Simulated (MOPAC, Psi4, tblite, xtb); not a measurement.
Two rigid molecules brought together: N2 ··· H3N (SMILES N#N and N). Monomers: optimised at B3LYP-D3(BJ) (def2-TZVP), held rigid. Orientation: lowest of the rigid-body minima from ten starts at GFN2-xTB (searched outside a hard wall at short contacts). R is the distance of the centres of mass, along which the second monomer moves. The shortest distances reach bonding range, where SAPT0 and rigid monomers are unreliable.

Methods: GFN1-xTB (xtb); GFN2-xTB (tblite); AM1, restricted, heats of formation (MOPAC); CCSD(T)/aug-cc-pVDZ = DF-CCSD(T)/aug-cc-pVDZ, frozen core, counterpoise-corrected (Psi4).

Interaction energies in kcal/mol; the last columns give the difference from CCSD(T):

```json
[
 {"R / Å": "2.09", "GFN1-xTB": "27.35", "GFN2-xTB": "17.04", "AM1": "44.92", "CCSD(T)/aug-cc-pVDZ": "60.80", "GFN1-xTB − CCSD(T)/aug-cc-pVDZ": "-33.45", "GFN2-xTB − CCSD(T)/aug-cc-pVDZ": "-43.77", "AM1 − CCSD(T)/aug-cc-pVDZ": "-15.88"},
 {"R / Å": "2.34", "GFN1-xTB": "8.72", "GFN2-xTB": "2.35", "AM1": "27.42", "CCSD(T)/aug-cc-pVDZ": "29.89", "GFN1-xTB − CCSD(T)/aug-cc-pVDZ": "-21.16", "GFN2-xTB − CCSD(T)/aug-cc-pVDZ": "-27.54", "AM1 − CCSD(T)/aug-cc-pVDZ": "-2.47"},
 {"R / Å": "2.54", "GFN1-xTB": "2.87", "GFN2-xTB": "-0.94", "AM1": "16.48", "CCSD(T)/aug-cc-pVDZ": "15.97", "GFN1-xTB − CCSD(T)/aug-cc-pVDZ": "-13.10", "GFN2-xTB − CCSD(T)/aug-cc-pVDZ": "-16.91", "AM1 − CCSD(T)/aug-cc-pVDZ": "0.51"},
 {"R / Å": "2.72", "GFN1-xTB": "0.79", "GFN2-xTB": "-1.45", "AM1": "8.38", "CCSD(T)/aug-cc-pVDZ": "8.68", "GFN1-xTB − CCSD(T)/aug-cc-pVDZ": "-7.89", "GFN2-xTB − CCSD(T)/aug-cc-pVDZ": "-10.13", "AM1 − CCSD(T)/aug-cc-pVDZ": "-0.31"},
 {"R / Å": "2.96", "GFN1-xTB": "-0.11", "GFN2-xTB": "-1.16", "AM1": "1.71", "CCSD(T)/aug-cc-pVDZ": "3.53", "GFN1-xTB − CCSD(T)/aug-cc-pVDZ": "-3.63", "GFN2-xTB − CCSD(T)/aug-cc-pVDZ": "-4.68", "AM1 − CCSD(T)/aug-cc-pVDZ": "-1.81"},
 {"R / Å": "3.13", "GFN1-xTB": "-0.27", "GFN2-xTB": "-0.91", "AM1": "-0.10", "CCSD(T)/aug-cc-pVDZ": "1.68", "GFN1-xTB − CCSD(T)/aug-cc-pVDZ": "-1.95", "GFN2-xTB − CCSD(T)/aug-cc-pVDZ": "-2.59", "AM1 − CCSD(T)/aug-cc-pVDZ": "-1.78"},
 {"R / Å": "3.39", "GFN1-xTB": "-0.29", "GFN2-xTB": "-0.65", "AM1": "-0.51", "CCSD(T)/aug-cc-pVDZ": "0.35", "GFN1-xTB − CCSD(T)/aug-cc-pVDZ": "-0.64", "GFN2-xTB − CCSD(T)/aug-cc-pVDZ": "-1.00", "AM1 − CCSD(T)/aug-cc-pVDZ": "-0.86"},
 {"R / Å": "3.75", "GFN1-xTB": "-0.24", "GFN2-xTB": "-0.44", "AM1": "-0.21", "CCSD(T)/aug-cc-pVDZ": "-0.20", "GFN1-xTB − CCSD(T)/aug-cc-pVDZ": "-0.03", "GFN2-xTB − CCSD(T)/aug-cc-pVDZ": "-0.24", "AM1 − CCSD(T)/aug-cc-pVDZ": "-0.01"},
 {"R / Å": "4.20", "GFN1-xTB": "-0.16", "GFN2-xTB": "-0.28", "AM1": "-0.08", "CCSD(T)/aug-cc-pVDZ": "-0.25", "GFN1-xTB − CCSD(T)/aug-cc-pVDZ": "0.09", "GFN2-xTB − CCSD(T)/aug-cc-pVDZ": "-0.03", "AM1 − CCSD(T)/aug-cc-pVDZ": "0.17"},
 {"R / Å": "4.93", "GFN1-xTB": "-0.08", "GFN2-xTB": "-0.12", "AM1": "-0.05", "CCSD(T)/aug-cc-pVDZ": "-0.13", "GFN1-xTB − CCSD(T)/aug-cc-pVDZ": "0.05", "GFN2-xTB − CCSD(T)/aug-cc-pVDZ": "0.01", "AM1 − CCSD(T)/aug-cc-pVDZ": "0.08"},
 {"R / Å": "5.92", "GFN1-xTB": "-0.03", "GFN2-xTB": "-0.04", "AM1": "-0.02", "CCSD(T)/aug-cc-pVDZ": "-0.05", "GFN1-xTB − CCSD(T)/aug-cc-pVDZ": "0.02", "GFN2-xTB − CCSD(T)/aug-cc-pVDZ": "0.01", "AM1 − CCSD(T)/aug-cc-pVDZ": "0.02"},
 {"R / Å": "7.25", "GFN1-xTB": "-0.01", "GFN2-xTB": "-0.01", "AM1": "-0.01", "CCSD(T)/aug-cc-pVDZ": "-0.01", "GFN1-xTB − CCSD(T)/aug-cc-pVDZ": "0.01", "GFN2-xTB − CCSD(T)/aug-cc-pVDZ": "0.00", "AM1 − CCSD(T)/aug-cc-pVDZ": "0.01"}
]
```

GFN1-xTB is furthest from CCSD(T)/aug-cc-pVDZ at 2.09 (-33.45 kcal/mol, below); its mean absolute difference over the points is 6.84 kcal/mol.

GFN2-xTB is furthest from CCSD(T)/aug-cc-pVDZ at 2.09 (-43.77 kcal/mol, below); its mean absolute difference over the points is 8.91 kcal/mol.

AM1 is furthest from CCSD(T)/aug-cc-pVDZ at 2.09 (-15.88 kcal/mol, below); its mean absolute difference over the points is 1.99 kcal/mol.
